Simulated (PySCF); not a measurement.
Sn(Cl)(OMe) (CH₃ClOSn), SMILES [Sn]([O]C)[Cl] (connectivity only; charge and spin as stated), neutral, multiplicity 1.

Coordinates come from a PBE0-D3(BJ)/def2-SVP optimisation. The def2 effective core potentials stand for the cores of Sn; spin–orbit coupling is left out. Other conformers were not sampled.

Calculation: PySCF 2.14.0 with TDA-M06-2X/def2-SVPD.

Vertical excitations. Gas-phase values at a fixed geometry. State labels are in the subgroup Cs.

Question: Give excitation energies, oscillator strengths and character. (Estimate from the structure and the level; the computed values follow.)

Answer: 
```csv
state,symmetry,energy (eV),λ (nm),f,main pairs
S1,A",4.45,279,0.073,HOMO→LUMO 91 %
S2,A",5.12,242,0.022,HOMO−2→LUMO 90 %
S3,A',5.28,235,0.046,HOMO−1→LUMO 90 %
S4,A",5.55,223,0.004,HOMO−3→LUMO 97 %
S5,A',6.08,204,0.010,HOMO−4→LUMO 82 %
S6,A',6.66,186,0.339,HOMO→LUMO+1 74 %
S7,A",6.85,181,0.014,HOMO−1→LUMO+1 89 %
S8,A",6.97,178,0.000,HOMO−1→LUMO+2 82 %
S9,A',7.16,173,0.551,HOMO→LUMO+2 77 %
S10,A',7.25,171,0.000,"HOMO−2→LUMO+1 62 %, HOMO−2→LUMO+2 12 %, HOMO−3→LUMO+1 11 %"
T1,A",2.85,435,0,HOMO→LUMO 91 %
T2,A',4.38,283,0,HOMO−1→LUMO 95 %
T3,A',4.83,257,0,HOMO→LUMO+1 81 %
T4,A",4.84,256,0,HOMO−2→LUMO 92 %
```
Triplets are in the Tamm–Dancoff approximation.
